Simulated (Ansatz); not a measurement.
`[OH][GeH2][TeH]` + `C=CCl` → `C=C(Cl)[TeH]` + `[OH][GeH3]`  (formal exchange of groups at a Te–Ge bond)

Gas-phase electronic energies from Ansatz, PBE0-D4/def2-TZVP geometries. CBS: MP2 limit from def2 TZ/QZ plus the TZ coupled-cluster correction, frozen cores. This one scheme is used for every species. Functionals use def2-TZVPP. HSE06 is defined as in plane-wave codes. Elements past krypton have def2 core potentials. For Ge, Te outer-core shells are correlated without core-valence functions, which leaves a few kJ/mol of doubt a bond. Scalar relativity is left out up to krypton. One conformer a species, not always the lowest.

CCSD(T)/CBS gives +1.13 eV.

(1) Another level gave +1.31 eV. Which?
A. HF/def2-TZVPP
B. MP2/def2-TZVPP
C. HSE06/def2-TZVPP
D. LC-ωPBE/def2-TZVPP

Largest T1 diagnostic among the species: 0.011.

## Answers

(1) A. HF/def2-TZVPP 1.31, HSE06 1.24, LC-ωPBE 1.18, MP2/def2-TZVPP 1.10 eV.

From BLYP to BHLYP (50 % exact exchange), in def2-TZVPP and without D4, ΔE moves by +0.07 eV. Leaving LDA and LC-ωPBE aside and taking each functional with its dispersion term where it has one, the values, not all of them listed here, spread over 0.17 eV, from B97M-V to r2SCAN0-D4. LDA lies −0.04 eV from PBE without D4. In def2-TZVPP, CCSD(T) changes the Hartree–Fock value by −0.19 eV (the triples alone add −0.03 eV) and MP2 by −0.21 eV.
